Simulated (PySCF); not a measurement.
BLYP on Sb (antimony, neutral), [Kr] 4d10 5s2 5p2 5d1, one real determinant (an excited configuration). Calculation: PySCF 2.14, in aug-cc-pVDZ-PP with ECP28MDF (5s4p3d, 32 functions); a scalar-relativistic core potential.

```
cycle= 1 E= -239.884716144171  delta_E= -0.00699  |g|= 0.018  |ddm|= 0.55
cycle= 2 E= -239.884834632033  delta_E= -0.000118  |g|= 0.00465  |ddm|= 0.0735
cycle= 3 E= -239.884842370991  delta_E= -7.74e-06  |g|= 0.000468  |ddm|= 0.0087
cycle= 4 E= -239.884842501068  delta_E= -1.3e-07  |g|= 4.08e-05  |ddm|= 0.00271
cycle= 5 E= -239.884842501478  delta_E= -4.1e-10  |g|= 3.8e-06  |ddm|= 0.00034
converged SCF energy = -239.884842501478  <S^2> = 3.7505224  2S+1 = 4.0002612
```

Highest occupied orbital energy: 0.933 eV; ⟨L²⟩ = 7.98; populations by l: s 4.00, p 8.00, d 11.00.

**Question.** Can this result be used?

**Answer.** Not for this state. Self-consistency was reached. ⟨L²⟩ = 7.98 against 12 for a pure F term, so this real determinant mixes terms. Energies and moments cover only the electrons outside the core potential. The outer electron is Rydberg-like, and this basis confines it to a smaller radius and binds it less than a complete one would. At BLYP the highest occupied level has a positive energy, so only the finite basis holds that electron; for this excited configuration the basis is too tight for the outer shell.
